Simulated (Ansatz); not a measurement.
`CB([SiH3])CF` + H₂S → `CB([SiH3])S` + `CF`  (ligand exchange at a B–C bond)

Program: Ansatz. Geometries: PBE0-D4/def2-TZVP. ΔE: electronic, gas phase. CCSD(T)/CBS adds triple-zeta CCSD(T) − MP2 to the extrapolated MP2 energy (def2 sets, frozen cores). This one scheme is used for every species. DFT in def2-TZVPP. Each species was taken in one conformer, which may not be the lowest.

```csv
level,ΔE (kJ/mol),difference from CCSD(T)/CBS
r2SCAN-D4,-95.4,0.4
PBE0-D4,-96.3,-0.5
ωB97X-V,-89.5,6.3
ωB97M-V,-89.3,6.5
PBE0,-95.6,0.2
HF/def2-TZVPP,-87.8,8.0
MP2/def2-TZVPP,-102.8,-7.0
SCS-MP2/def2-TZVPP,-99.2,-3.4
CCSD/def2-TZVPP,-92.3,3.5
CCSD(T)/def2-TZVPP,-96.0,-0.2
HF/def2-QZVPP,-87.2,8.6
MP2/def2-QZVPP,-102.5,-6.7
SCS-MP2/def2-QZVPP,-98.9,-3.1
HF/CBS(def2),-87.1,8.7
MP2/CBS(def2),-102.6,-6.8
CCSD/CBS(def2),-92.1,3.7
CCSD(T)/CBS,-95.8,0
```

Largest T1 diagnostic among the species: 0.014.

In def2-TZVPP, CCSD(T) changes the Hartree–Fock value by −8.2 kJ/mol (the triples alone add −3.6 kJ/mol) and MP2 by −15.0 kJ/mol.
